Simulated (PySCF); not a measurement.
```xyz
4
charge 0 multiplicity 1, angstrom
Ir    0.0000    0.0000    0.0158
H     1.1820    0.0000   -1.0068
H    -0.5910    1.0236   -1.0068
H    -0.5910   -1.0236   -1.0068
```

These are results of PBE0/[Ir dyall-v2z, H def2-TZVP], no relativity, density fitting, PySCF, not measurements.

This geometry of IrH3 is a stationary point at this level.

What is the point group?

C3v.

Is it a minimum?

Yes: all harmonic wavenumbers are real.

What are the dipole moment and the gap between the highest occupied and lowest empty levels?

2.65 D and 5.72 eV.

Give the atomic charges and bond orders.


```csv
atom,Mulliken,Löwdin,polar tensor,Mayer order to Ir1
Ir1,-0.10,-0.05,0.44,–
"H2,3,4",0.03,0.02,-0.15,0.93
```

Relativity is left out on purpose here, so the numbers are not realistic for elements this heavy. This need not be the most stable arrangement of these atoms. No spin–orbit coupling is included, which matters more the heavier the element.
